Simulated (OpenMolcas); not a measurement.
3d ions of charge +4 along the row

| Quantity | Value |
| --- | --- |
| Program | OpenMolcas |
| Method | MS-CASPT2, IPEA 0.25 Eh, imaginary shift 0.1 Eh |
| Basis | ANO-RCC-VQZP |
| Scalar Hamiltonian | DKH2, point nucleus |
| Spin-orbit coupling | state interaction with AMFI integrals over the reference wave functions, term energies averaged over their components |

Active space: the 3d shell; CASPT2 also correlates the outermost closed s and p core shells.

B and C come from two terms' centres of gravity (d2, d8: 3P = 15B, 1G = 12B + 2C; d3, d7: 4P = 15B, 2G = 4B + 3C; d4, d6: 3G = 9B + 4C, 3H = 4B + 4C; d5: 4D = 17B + 5C, 4G = 10B + 5C, above the ground term), where all their levels are at least 80 % pure. ζ = ±2S·A comes from the whole width of the ground multiplet by E(J) = (A/2) J(J+1), where its levels are at least 85 % pure. Energies in cm-1.

```json
{"Ion": "Mn4+", "Configuration": "3d3", "Lowest level": "4F 3/2", "Weight (%)": "100", "B": "1103", "B measured": "1065", "C": "4287", "C measured": "4365", "ζ": "417", "ζ measured": "403"}
{"Ion": "Fe4+", "Configuration": "3d4", "Lowest level": "5D0", "Weight (%)": "100", "B": "1037", "B measured": "982", "C": "5135", "C measured": "5137", "ζ": "540", "ζ measured": "513"}
{"Ion": "Co4+", "Configuration": "3d5", "Lowest level": "6S 5/2", "Weight (%)": "100", "B": "1113", "B measured": "", "C": "5468", "C measured": "", "ζ": "", "ζ measured": ""}
{"Ion": "Ni4+", "Configuration": "3d6", "Lowest level": "5D4", "Weight (%)": "100", "B": "1278", "B measured": "1271", "C": "5424", "C measured": "5383", "ζ": "793", "ζ measured": "823"}
{"Ion": "Cu4+", "Configuration": "3d7", "Lowest level": "4F 9/2", "Weight (%)": "100", "B": "1299", "B measured": "1302", "C": "5324", "C measured": "5496", "ζ": "973", "ζ measured": "1008"}
```

Measured columns use the levels in Corliss and Sugar, J. Phys. Chem. Ref. Data 6, 1253 (1977) (Mn4+); Corliss and Sugar, J. Phys. Chem. Ref. Data 11, 135 (1982) (Fe4+); Corliss and Sugar, J. Phys. Chem. Ref. Data 10, 197 (1981) (Ni4+); Sugar and Musgrove, J. Phys. Chem. Ref. Data 19, 527 (1990) (Cu4+).

The computed B goes from 1103 (Mn4+) to 1299 cm-1 (Cu4+), a factor of 1.18, though not at every step. It departs from the measured column by 0 to +6 %. The Trees term is left out, which lowers the B read from the levels of every ion, most for d4 to d6. The pair of terms that fixes B changes along the row, so steps between ions also reflect that choice.

The computed ζ goes from 417 (Mn4+) to 973 cm-1 (Cu4+), a factor of 2.33, rising at every step. It departs from the measured column by -4 to +5 %.

Term energies are means over components that CASPT2 splits; among the low terms the widest spread is 1000 cm-1 (3d3 4F, Mn4+). The CASPT2 spread within a term exceeds the gap to the next term for 3d4 1G(1) and 3d4 3D, 3d4 3D and 3d4 1I, 3d4 3P(2) and 3d4 3F(2), so the order of their levels is uncertain, and so are names and mixing where such terms share a J (figures for Fe4+; the like holds for Ni4+, Cu4+). Blocks of more than 70 roots (2S+1 = 2 even) ran without multistate coupling (holds for Co4+). Measured partners are found by configuration, term and J. A level has none where our copy of the source lacks it or the pairing is in doubt (some pairs that miss far off the trend of their configuration count as doubtful), and it then counts in no deviation. Levels of configurations outside the active space are missing.

A number in round brackets counts repeated terms of one configuration in the order of the reference energies.
